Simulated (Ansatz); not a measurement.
A structure relaxed at PBE0-D4/def2-TZVP, charge 0, multiplicity 1:

```xyz
8

F    -1.1722    2.2026    0.0954
Sn    0.1039    0.9827   -0.6569
F     1.7786    1.7457   -0.1128
Si   -0.1499   -1.2434    0.5878
H     0.0248    1.2388   -2.3386
H    -1.4894   -1.7989    0.2766
H    -0.0093   -0.9658    2.0357
H     0.9135   -2.1617    0.1129
```

Q: Give its formula and SMILES.

A: F2H4SiSn, `[F][SnH]([F])[SiH3]`.

Q: Point group (tolerance 0.08 Å, 0.16 Å for H)?

A: Cs.

Q: Summarise the bond lengths by kind.

A: 2 × F–Sn 1.919 Å; 1 × Si–Sn 2.563 Å; 1 × H–Sn 1.703 Å; 3 × H–Si 1.481 to 1.483 Å.

All numbers were calculated with Ansatz.
